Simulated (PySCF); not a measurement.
PySCF 2.14 output of an unrestricted LDA calculation on a single atom or ion in def2-QZVPPD with the def2 core potential (60 electrons) (7s5p4d4f2g, 88 functions), with a scalar-relativistic core potential:

```
SCF conv_tol = 1e-09
number electrons alpha = 10  beta = 7
    P. A. M. Dirac.,  Math. Proc. Cambridge Philos. Soc. 26, 376 (1930)
    F. Bloch.,  Z. Phys. 57, 545 (1929)
    S. H. Vosko, L. Wilk, and M. Nusair.,  Can. J. Phys. 58, 1200 (1980)
cycle= 1 E= -134.210956866985  delta_E= -0.0102  |g|= 0.0628  |ddm|= 0.457
cycle= 2 E= -134.211348985999  delta_E= -0.000392  |g|= 0.0525  |ddm|= 0.127
cycle= 3 E= -134.212090015142  delta_E= -0.000741  |g|= 0.000696  |ddm|= 0.0501
cycle= 4 E= -134.212090183959  delta_E= -1.69e-07  |g|= 2.85e-05  |ddm|= 0.000876
cycle= 5 E= -134.212090184193  delta_E= -2.33e-10  |g|= 1.76e-07  |ddm|= 4.5e-05
converged SCF energy = -134.212090184193  <S^2> = 3.7502121  2S+1 = 4.000106
```

The run itself started from symmetry-adapted Hartree-Fock orbitals and held the occupation by maximum overlap, on a logarithmic radial grid, so the iterations belong to that start.

Which element, charge and spin multiplicity is this?

Au²⁺ (gold, charge +2), multiplicity 4; the state was [Xe] 4f14 5d8 6s1, high-spin 4F determinant (an excited configuration).

Energies and moments cover only the electrons outside the core potential. Spin-orbit coupling, absent here, splits the open shell strongly.
